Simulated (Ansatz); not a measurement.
A run on `[F][Al-]([F])([F])[O+]([SiH3])[SiH3]` with other settings.

```yaml
crystal:
  periodic: [false, false, false]
  atoms:
    - {symbol: F, position_ang: [-1.929943, -1.947842, -0.217150]}
    - {symbol: Al, position_ang: [-1.522118, -0.510279, -0.917820]}
    - {symbol: F, position_ang: [-2.380826, 0.835616, -0.451150]}
    - {symbol: F, position_ang: [-1.017118, -0.578947, -2.487562]}
    - {symbol: O, position_ang: [0.053964, -0.007444, 0.018951]}
    - {symbol: Si, position_ang: [-0.015206, 1.472573, 0.883238]}
    - {symbol: Si, position_ang: [1.432328, -1.010968, -0.030869]}
    - {symbol: H, position_ang: [-0.231850, 2.572498, -0.071306]}
    - {symbol: H, position_ang: [1.343849, 1.554516, 1.478266]}
    - {symbol: H, position_ang: [-1.037644, 1.361866, 1.936959]}
    - {symbol: H, position_ang: [1.049018, -2.157411, -0.873951]}
    - {symbol: H, position_ang: [1.741562, -1.402847, 1.360823]}
    - {symbol: H, position_ang: [2.534384, -0.216033, -0.613627]}
basis:
  gaussian: {orbitals: cc-pVTZ-DK}
magnetization: {spin_polarized: true, initial_magnetization: 0}
hamiltonian: {xc: {name: SPW92}}
output: {forces: true}
```

```sh
$ ansatz run in.yaml --threads 4 --pin off --events-out ev --progress --plain --max-ram 11315MiB
```

Shortened log:

```
Functional definition: SPW92
1773 factors; their error is unknown
mean field evaluation 1: about -32544.6145 eV, gradient 5.9e1 eV
mean field evaluation 2: about -32506.7825 eV, gradient 1.3e2 eV
mean field evaluation 4: about -32554.5919 eV, gradient 6.9e0 eV
mean field evaluation 8: about -32554.7556 eV, gradient 2.7e-1 eV
mean field evaluation 16: about -32554.6676 eV, gradient 1.6e-4 eV
mean field -32554.66759850 eV, -1196.3619678986 hartree, gradient 1.2e-5 eV, S^2 0.000000; 0 other end points of the search recorded, 0 dependent functions left out
reference -32554.66765506 eV, -1196.3619699771 hartree; 41, 41 occupied and 265, 265 virtual orbitals, 1773 factors
Total energy: -32554.66765506 eV, -1196.3619699771 hartree
Relativity: scalar
Atom 0 at    -1.929943    -1.947842    -0.217150 Å, force    -0.006784    -0.180101     0.099379 eV/Å
Atom 1 at    -1.522118    -0.510279    -0.917820 Å, force     0.188534     0.037401     0.099081 eV/Å
Atom 2 at    -2.380826     0.835616    -0.451150 Å, force    -0.006036     0.226902     0.133788 eV/Å
Atom 3 at    -1.017118    -0.578947    -2.487562 Å, force     0.103986    -0.013095    -0.176869 eV/Å
Atom 4 at     0.053964    -0.007444     0.018951 Å, force    -0.207081    -0.068802    -0.124831 eV/Å
Atom 5 at    -0.015206     1.472573     0.883238 Å, force    -0.077795    -0.076742    -0.076458 eV/Å
Atom 6 at     1.432328    -1.010968    -0.030869 Å, force    -0.050820     0.063293     0.016764 eV/Å
Atom 7 at    -0.231850     2.572498    -0.071306 Å, force    -0.058278     0.160555    -0.173130 eV/Å
Atom 8 at     1.343849     1.554516     1.478266 Å, force     0.221466    -0.028755     0.071048 eV/Å
Atom 9 at    -1.037644     1.361866     1.936959 Å, force    -0.188454    -0.034069     0.150019 eV/Å
Atom 10 at     1.049018    -2.157411    -0.873951 Å, force    -0.116092    -0.176526    -0.152661 eV/Å
Atom 11 at     1.741562    -1.402847     1.360823 Å, force     0.036119    -0.048779     0.222846 eV/Å
Atom 12 at     2.534384    -0.216033    -0.613627 Å, force     0.161235     0.138716    -0.088977 eV/Å
Dipole moment:     0.887766     0.296448     0.535615 e Å
```

Run time 4.5 s (4 threads of an Arm Neoverse V2 on a shared host); peak host memory 0.6 GiB.
